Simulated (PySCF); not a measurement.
Ga(F)2(OSiH3) (F2GaH3OSi), SMILES [F][Ga]([F])[O][SiH3].

The structure is a stationary point at B3LYP-D3(BJ)/def2-SVP. The structure was generated by enumeration; whether it is a known compound was not checked. Other conformers were not sampled.

The numbers are results of C-PCM-B3LYP/def2-SVP run with PySCF 2.14.0, not measurements.

The values are the electrostatic part of the solvation free energy, E(continuum) − E(gas) at the gas-phase geometry, in a cavity of scaled van der Waals radii (PySCF's table); cavitation and dispersion terms are not included. A continuum can't describe solvent molecules that bind to the metal. In vacuum the orbital gap is 6.71 eV. The dipole moment in vacuum is 1.58 D.

Computed values in water (ε = 78.36), chlorobenzene (ε = 5.70), 2-propanol (ε = 19.26):
```json
[
 {"solvent": "water", "ε": "78.36", "ΔG(elec) (kcal/mol)": "-6.8", "dipole (D)": "1.69", "gap (eV)": "6.79"},
 {"solvent": "chlorobenzene", "ε": "5.70", "ΔG(elec) (kcal/mol)": "-5.6", "dipole (D)": "1.67", "gap (eV)": "6.77"},
 {"solvent": "2-propanol", "ε": "19.26", "ΔG(elec) (kcal/mol)": "-6.5", "dipole (D)": "1.68", "gap (eV)": "6.78"}
]
```
